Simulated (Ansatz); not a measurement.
Method: PBE-D3(BJ)/def2-SVP (Ansatz, a first-principles code). No frequencies were computed at this level.

Ansatz 0.2 input:
```yaml
crystal:
  periodic: [false, false, false]
  atoms:
    - { symbol: Zr, position_ang: [-0.119465, 0.107698, 0.048449] }
    - { symbol: O, position_ang: [-0.207603, -1.772521, -0.217624] }
    - { symbol: H, position_ang: [0.448855, -2.351102, 0.192992] }
    - { symbol: N, position_ang: [1.209681, 0.399838, 1.583387] }
    - { symbol: H, position_ang: [0.90318, -0.002648, 2.480913] }
    - { symbol: H, position_ang: [1.406571, 1.391268, 1.780619] }
    - { symbol: N, position_ang: [-1.944452, 0.86661, 0.567066] }
    - { symbol: H, position_ang: [-2.71525, 0.184203, 0.569982] }
    - { symbol: H, position_ang: [-2.27806, 1.667712, 0.014548] }
    - { symbol: N, position_ang: [0.558321, 1.091339, -1.609425] }
    - { symbol: H, position_ang: [0.40705, 0.623142, -2.513303] }
    - { symbol: H, position_ang: [1.548696, 1.369982, -1.599579] }
basis:
  gaussian: { orbitals: def2-svp }
hamiltonian:
  xc: pbe
  dispersion: d3bj
relax:
  max_steps: 150
```

Output:

```
[...]
1343 factors; their error is unknown
mean field -7904.06887055 eV, -290.4691734224 hartree, gradient 1.4e-5 eV, S^2 0.000000; 0 other end points of the search recorded, 0 dependent functions left out
reference -7904.06896545 eV, -290.4691769098 hartree; 24, 24 occupied and 98, 98 virtual orbitals, 1343 factors
relax step  18: F+E_penalty+E_count = -7904.29373919 eV  Δ(F+E_penalty+E_count) = -9.830e-5 eV  max|allowed force component| = 1.915e-1 eV/Å  Δτ_max = 0.0660 Å  (29 SCF iters, accepted)
these checks for a lower state are left out or cut short: starts, cluster_reference, orbital_swaps, neighbouring_geometries, increment
1343 factors; their error is unknown
mean field -7904.06871073 eV, -290.4691675493 hartree, gradient 1.5e-5 eV, S^2 0.000000; 0 other end points of the search recorded, 0 dependent functions left out
reference -7904.06880589 eV, -290.4691710462 hartree; 24, 24 occupied and 98, 98 virtual orbitals, 1343 factors
relax step  19: F+E_penalty+E_count = -7904.29357210 eV  Δ(F+E_penalty+E_count) = +1.671e-4 eV  max|allowed force component| = 2.098e-1 eV/Å  Δτ_max = 0.1125 Å  (28 SCF iters, rejected (line search))
these checks for a lower state are left out or cut short: starts, cluster_reference, orbital_swaps, neighbouring_geometries, increment
1343 factors; their error is unknown
mean field evaluation 160: about -7904.0713 eV, gradient 1.2e-3 eV
mean field -7904.07127152 eV, -290.4692616565 hartree, gradient 1.6e-5 eV, S^2 0.000000; 0 other end points of the search recorded, 0 dependent functions left out
reference -7904.07136657 eV, -290.4692651494 hartree; 24, 24 occupied and 98, 98 virtual orbitals, 1343 factors
relax step  20: F+E_penalty+E_count = -7904.29579005 eV  Δ(F+E_penalty+E_count) = -2.051e-3 eV  max|allowed force component| = 2.359e-1 eV/Å  Δτ_max = 0.0563 Å  (28 SCF iters, accepted)
these checks for a lower state are left out or cut short: starts, cluster_reference, orbital_swaps, neighbouring_geometries, increment
1343 factors; their error is unknown
mean field -7904.07252029 eV, -290.4693075480 hartree, gradient 1.4e-5 eV, S^2 0.000000; 0 other end points of the search recorded, 0 dependent functions left out
reference -7904.07261537 eV, -290.4693110420 hartree; 24, 24 occupied and 98, 98 virtual orbitals, 1343 factors
relax step  21: F+E_penalty+E_count = -7904.29721749 eV  Δ(F+E_penalty+E_count) = -1.427e-3 eV  max|allowed force component| = 2.266e-1 eV/Å  Δτ_max = 0.0562 Å  (29 SCF iters, accepted)
these checks for a lower state are left out or cut short: starts, cluster_reference, orbital_swaps, neighbouring_geometries, increment
1343 factors; their error is unknown
mean field -7904.07222353 eV, -290.4692966423 hartree, gradient 2.1e-5 eV, S^2 0.000000; 0 other end points of the search recorded, 0 dependent functions left out
reference -7904.07231882 eV, -290.4693001441 hartree; 24, 24 occupied and 98, 98 virtual orbitals, 1343 factors
relax step  22: F+E_penalty+E_count = -7904.29699494 eV  Δ(F+E_penalty+E_count) = +2.226e-4 eV  max|allowed force component| = 3.920e-1 eV/Å  Δτ_max = 0.0824 Å  (28 SCF iters, rejected (line search))
these checks for a lower state are left out or cut short: starts, cluster_reference, orbital_swaps, neighbouring_geometries, increment
1343 factors; their error is unknown
mean field -7904.07360736 eV, -290.4693474971 hartree, gradient 1.4e-5 eV, S^2 0.000000; 0 other end points of the search recorded, 0 dependent functions left out
reference -7904.07370244 eV, -290.4693509911 hartree; 24, 24 occupied and 98, 98 virtual orbitals, 1343 factors
relax step  23: F+E_penalty+E_count = -7904.29832168 eV  Δ(F+E_penalty+E_count) = -1.104e-3 eV  max|allowed force component| = 7.412e-2 eV/Å  Δτ_max = 0.0412 Å  (29 SCF iters, accepted)
these checks for a lower state are left out or cut short: starts, cluster_reference, orbital_swaps, neighbouring_geometries, increment
1343 factors; their error is unknown
mean field -7904.07413182 eV, -290.4693667703 hartree, gradient 1.4e-5 eV, S^2 0.000000; 0 other end points of the search recorded, 0 dependent functions left out
reference -7904.07422696 eV, -290.4693702667 hartree; 24, 24 occupied and 98, 98 virtual orbitals, 1343 factors
relax step  24: F+E_penalty+E_count = -7904.29892259 eV  Δ(F+E_penalty+E_count) = -6.009e-4 eV  max|allowed force component| = 6.413e-2 eV/Å  Δτ_max = 0.0421 Å  (29 SCF iters, accepted)
these checks for a lower state are left out or cut short: starts, cluster_reference, orbital_swaps, neighbouring_geometries, increment
1343 factors; their error is unknown
mean field evaluation 192: about -7904.1224 eV, gradient 2.4e-2 eV
mean field -7904.07435111 eV, -290.4693748293 hartree, gradient 1.4e-5 eV, S^2 0.000000; 0 other end points of the search recorded, 0 dependent functions left out
reference -7904.07444637 eV, -290.4693783301 hartree; 24, 24 occupied and 98, 98 virtual orbitals, 1343 factors
relax step  25: F+E_penalty+E_count = -7904.29908972 eV  Δ(F+E_penalty+E_count) = -1.671e-4 eV  max|allowed force component| = 1.441e-1 eV/Å  Δτ_max = 0.0329 Å  (29 SCF iters, accepted)
these checks for a lower state are left out or cut short: starts, cluster_reference, orbital_swaps, neighbouring_geometries, increment
1343 factors; their error is unknown
mean field -7904.07464924 eV, -290.4693857852 hartree, gradient 1.5e-5 eV, S^2 0.000000; 0 other end points of the search recorded, 0 dependent functions left out
reference -7904.07474446 eV, -290.4693892846 hartree; 24, 24 occupied and 98, 98 virtual orbitals, 1343 factors
relax step  26: F+E_penalty+E_count = -7904.29934513 eV  Δ(F+E_penalty+E_count) = -2.554e-4 eV  max|allowed force component| = 7.247e-2 eV/Å  Δτ_max = 0.0141 Å  (30 SCF iters, accepted)
these checks for a lower state are left out or cut short: starts, cluster_reference, orbital_swaps, neighbouring_geometries, increment
1343 factors; their error is unknown
mean field -7904.07485599 eV, -290.4693933832 hartree, gradient 1.4e-5 eV, S^2 0.000000; 0 other end points of the search recorded, 0 dependent functions left out
reference -7904.07495137 eV, -290.4693968883 hartree; 24, 24 occupied and 98, 98 virtual orbitals, 1343 factors
relax step  27: F+E_penalty+E_count = -7904.29952884 eV  Δ(F+E_penalty+E_count) = -1.837e-4 eV  max|allowed force component| = 1.259e-2 eV/Å  Δτ_max = 0.0388 Å  (28 SCF iters, accepted)
these checks for a lower state are left out or cut short: starts, cluster_reference, orbital_swaps, neighbouring_geometries, increment
1343 factors; their error is unknown
mean field -7904.07526309 eV, -290.4694083439 hartree, gradient 1.4e-5 eV, S^2 0.000000; 0 other end points of the search recorded, 0 dependent functions left out
reference -7904.07535844 eV, -290.4694118480 hartree; 24, 24 occupied and 98, 98 virtual orbitals, 1343 factors
relax step  28: F+E_penalty+E_count = -7904.29996611 eV  Δ(F+E_penalty+E_count) = -4.373e-4 eV  max|allowed force component| = 4.026e-3 eV/Å  Δτ_max = 0.0357 Å  (29 SCF iters, accepted)
these checks for a lower state are left out or cut short: starts, cluster_reference, orbital_swaps, neighbouring_geometries, increment
1343 factors; their error is unknown
mean field evaluation 224: about -7904.0752 eV, gradient 1.6e-5 eV
mean field -7904.07516497 eV, -290.4694047379 hartree, gradient 1.6e-5 eV, S^2 0.000000; 0 other end points of the search recorded, 0 dependent functions left out
reference -7904.07526038 eV, -290.4694082443 hartree; 24, 24 occupied and 98, 98 virtual orbitals, 1343 factors
relax step  29: F+E_penalty+E_count = -7904.29981485 eV  Δ(F+E_penalty+E_count) = +1.513e-4 eV  max|allowed force component| = 1.975e-1 eV/Å  Δτ_max = 0.0555 Å  (28 SCF iters, rejected (line search))
these checks for a lower state are left out or cut short: starts, cluster_reference, orbital_swaps, neighbouring_geometries, increment
1343 factors; their error is unknown
mean field -7904.07550469 eV, -290.4694172225 hartree, gradient 2.7e-5 eV, S^2 0.000000; 0 other end points of the search recorded, 0 dependent functions left out
reference -7904.07560007 eV, -290.4694207279 hartree; 24, 24 occupied and 98, 98 virtual orbitals, 1343 factors
relax step  30: F+E_penalty+E_count = -7904.30013885 eV  Δ(F+E_penalty+E_count) = -1.727e-4 eV  max|allowed force component| = 4.242e-2 eV/Å  Δτ_max = 0.0271 Å  (28 SCF iters, accepted)
these checks for a lower state are left out or cut short: starts, cluster_reference, orbital_swaps, neighbouring_geometries, increment
1343 factors; their error is unknown
mean field -7904.07552188 eV, -290.4694178543 hartree, gradient 2.5e-5 eV, S^2 0.000000; 0 other end points of the search recorded, 0 dependent functions left out
reference -7904.07561729 eV, -290.4694213605 hartree; 24, 24 occupied and 98, 98 virtual orbitals, 1343 factors
relax step  31: F+E_penalty+E_count = -7904.30017194 eV  Δ(F+E_penalty+E_count) = -3.309e-5 eV  max|allowed force component| = 9.870e-2 eV/Å  Δτ_max = 0.0253 Å  (28 SCF iters, accepted)
these checks for a lower state are left out or cut short: starts, cluster_reference, orbital_swaps, neighbouring_geometries, increment
1343 factors; their error is unknown
mean field -7904.07562710 eV, -290.4694217211 hartree, gradient 1.7e-5 eV, S^2 0.000000; 0 other end points of the search recorded, 0 dependent functions left out
reference -7904.07572250 eV, -290.4694252269 hartree; 24, 24 occupied and 98, 98 virtual orbitals, 1343 factors
relax step  32: F+E_penalty+E_count = -7904.30026304 eV  Δ(F+E_penalty+E_count) = -9.110e-5 eV  max|allowed force component| = 5.399e-2 eV/Å  Δτ_max = 0.0045 Å  (23 SCF iters, accepted)
these checks for a lower state are left out or cut short: starts, cluster_reference, orbital_swaps, neighbouring_geometries, increment
1343 factors; their error is unknown
mean field -7904.07571413 eV, -290.4694249192 hartree, gradient 1.4e-5 eV, S^2 0.000000; 0 other end points of the search recorded, 0 dependent functions left out
reference -7904.07580952 eV, -290.4694284248 hartree; 24, 24 occupied and 98, 98 virtual orbitals, 1343 factors
relax step  33: F+E_penalty+E_count = -7904.30035834 eV  Δ(F+E_penalty+E_count) = -9.530e-5 eV  max|allowed force component| = 5.861e-3 eV/Å  Δτ_max = 0.0093 Å  (30 SCF iters, accepted)
these checks for a lower state are left out or cut short: starts, cluster_reference, orbital_swaps, neighbouring_geometries, increment
1343 factors; their error is unknown
mean field evaluation 256: about -7904.0758 eV, gradient 6.1e-5 eV
mean field -7904.07575063 eV, -290.4694262607 hartree, gradient 1.4e-5 eV, S^2 0.000000; 0 other end points of the search recorded, 0 dependent functions left out
reference -7904.07584601 eV, -290.4694297659 hartree; 24, 24 occupied and 98, 98 virtual orbitals, 1343 factors
relax step  34: F+E_penalty+E_count = -7904.30039602 eV  Δ(F+E_penalty+E_count) = -3.768e-5 eV  max|allowed force component| = 9.572e-3 eV/Å  Δτ_max = 0.0134 Å  (29 SCF iters, accepted)
these checks for a lower state are left out or cut short: starts, cluster_reference, orbital_swaps, neighbouring_geometries, increment
1343 factors; their error is unknown
mean field -7904.07574859 eV, -290.4694261859 hartree, gradient 1.4e-5 eV, S^2 0.000000; 0 other end points of the search recorded, 0 dependent functions left out
reference -7904.07584396 eV, -290.4694296904 hartree; 24, 24 occupied and 98, 98 virtual orbitals, 1343 factors
relax step  35: F+E_penalty+E_count = -7904.30040472 eV  Δ(F+E_penalty+E_count) = -8.699e-6 eV  max|allowed force component| = 1.829e-2 eV/Å  Δτ_max = 0.0150 Å  (30 SCF iters, accepted)
these checks for a lower state are left out or cut short: starts, cluster_reference, orbital_swaps, neighbouring_geometries, increment
1343 factors; their error is unknown
mean field -7904.07575180 eV, -290.4694263037 hartree, gradient 2.6e-5 eV, S^2 0.000000; 0 other end points of the search recorded, 0 dependent functions left out
reference -7904.07584717 eV, -290.4694298085 hartree; 24, 24 occupied and 98, 98 virtual orbitals, 1343 factors
relax step  36: F+E_penalty+E_count = -7904.30040909 eV  Δ(F+E_penalty+E_count) = -4.368e-6 eV  max|allowed force component| = 3.936e-3 eV/Å  Δτ_max = 0.0034 Å  (22 SCF iters, accepted)
1343 factors; their error is unknown
mean field evaluation 288: about -7904.0758 eV, gradient 6.6e-3 eV
mean field -7904.07575180 eV, -290.4694263037 hartree, gradient 2.6e-5 eV, S^2 0.000000; 1 other end points of the search recorded, 0 dependent functions left out
reference -7904.07584717 eV, -290.4694298085 hartree; 24, 24 occupied and 98, 98 virtual orbitals, 1343 factors
Total energy: -7904.30050446 eV, -290.4776858115 hartree
Atom 0 at    -0.052306     0.037291     0.077073 Å, force    -0.000439     0.000561     0.000666 eV/Å
Atom 1 at     0.042843    -1.894195    -0.153667 Å, force    -0.000039    -0.003936    -0.000501 eV/Å
Atom 2 at     0.088412    -2.851206    -0.268431 Å, force    -0.000016     0.003631     0.000481 eV/Å
Atom 3 at     1.060741     0.683730     1.682129 Å, force     0.000530     0.000659    -0.000055 eV/Å
Atom 4 at     0.752172     1.334200     2.413362 Å, force     0.000105    -0.000707    -0.000483 eV/Å
Atom 5 at     1.957972     0.282397     1.982123 Å, force    -0.000441    -0.000076     0.000165 eV/Å
Atom 6 at    -1.977771     0.688301     0.396089 Å, force     0.000510    -0.001385    -0.000257 eV/Å
Atom 7 at    -2.695204     0.179904     0.927971 Å, force    -0.000254     0.000094     0.000438 eV/Å
Atom 8 at    -2.440080     1.473585    -0.075646 Å, force    -0.000330     0.001015    -0.000313 eV/Å
Atom 9 at     0.646183     1.052248    -1.570617 Å, force     0.000224    -0.000986    -0.000060 eV/Å
Atom 10 at     0.526014     0.753304    -2.546467 Å, force    -0.000059     0.000148     0.000157 eV/Å
Atom 11 at     1.308548     1.835961    -1.565896 Å, force     0.000208     0.000981    -0.000238 eV/Å
Dipole moment:     0.005590    -0.119254    -0.014626 e Å
```

Cost: around 2.6 core-minutes (rough).
